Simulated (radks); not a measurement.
Results of a calculation; reference values are marked as such.
The tin anion Sn4-, [Xe], held by a Watson sphere: a shell of charge +4 at radius R that stands for the Madelung well of a crystal (potential energy -4/R inside, -4/r outside, in hartree with lengths in bohr). Code: a radial shooting solver on a logarithmic mesh with Libxc functionals. Model: scalar-relativistic Kohn-Sham, r2SCAN, spin-polarised, spherical densities, finite nucleus; meta-GGA in the generalised Kohn-Sham scheme; Fermi nuclear charge, rms radius of each element as measured or else 0.836 A^(1/3) + 0.57 fm.

R (bohr)  e(4d) (eV)  e(5s) (eV)  e(5p) (eV)  <r> 5p (bohr)  sum of <r^2> (bohr^2)  X-ray form factor at sin(theta)/lambda = 0.2 1/angstrom
3.17         -25.332     -12.483      -6.167          3.192                  108.3                                                   39.968
4.36         -24.077      -9.908      -4.482          3.843                  142.9                                                   40.028
4.58         -23.985      -9.601      -4.237          3.967                  150.1                                                   40.062
4.71         -23.940      -9.440      -4.102          4.040                  154.4                                                   40.082
5.57         -23.767      -8.686      -3.372          4.534                  185.7                                                   40.191
